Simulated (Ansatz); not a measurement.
`CBS[SiH3]` → `BS[SiH3]` + `[CH2]` (triplet)  (formal loss of a carbene)

Calculated with Ansatz (gas phase, PBE0-D4/def2-TZVP geometries, no zero-point term in ΔE). CCSD(T)/CBS adds triple-zeta CCSD(T) − MP2 to the extrapolated MP2 energy (def2 sets, frozen cores). This one scheme is used for every species. DFT in def2-TZVPP. HSE06 is defined as in plane-wave codes. Triplets are unrestricted, without spin–orbit coupling. One conformer a species, not always the lowest.

`CBS[SiH3]`:

Cartesian coordinates in Å:
```
C -1.458 -0.640 -1.551
B -0.305 -0.226 -0.591
S -0.656 0.327 1.077
Si 1.351 0.700 1.747
H -1.414 -0.028 -2.460
H -2.461 -0.565 -1.127
H -1.297 -1.670 -1.891
H 0.839 -0.270 -0.952
H 2.154 -0.545 1.690
H 1.259 1.174 3.150
H 1.989 1.744 0.907
```

`BS[SiH3]`:

Cartesian coordinates in Å:
```
B -1.401 0.890 0.395
S -1.015 -0.288 -0.874
Si 1.034 -0.711 -0.358
H -0.591 1.214 1.210
H -2.505 1.341 0.395
H 1.104 -1.272 1.012
H 1.842 0.530 -0.440
H 1.532 -1.706 -1.340
```

`[CH2]` (triplet):

Z-matrix (Å, degrees):
```
C
H 1 1.079
H 1 1.079 2 134.9
```

CCSD(T)/CBS gives +5.03 eV.

Q: Another level gave +4.95 eV. Which?
A. ωB97X-V/def2-TZVPP
B. r2SCAN0/def2-TZVPP
C. CAM-B3LYP/def2-TZVPP
D. HSE06-D4/def2-TZVPP

A: C. CAM-B3LYP 4.95, ωB97X-V 5.13, HSE06-D4 5.04, r2SCAN0 4.78 eV.

Q: What do rigid-rotor, harmonic-oscillator terms from PBE0-D4/def2-TZVP frequencies (298.15 K, 1 bar) make of the CCSD(T)/CBS value? (Best estimate.)

A: The calculation gave: ΔZPE = -0.30 eV, ΔH = +4.78 eV, ΔS = 155 J/(mol·K), ΔG = +4.30 eV. Open shells count their whole term as degenerate.

Largest T1 diagnostic among the species: 0.014.

From PBE to PBE0 (25 % exact exchange), in def2-TZVPP and without D4, ΔE moves by −0.08 eV. The D4 term adds +0.10 eV with B3LYP and +0.05 eV with PBE0; it sums over pairs of atoms, weighted by their polarisabilities, and B3LYP, whose exchange is more repulsive, gets the larger term.

B3LYP here is the variant with VWN-RPA as its local correlation; programs differ in this.
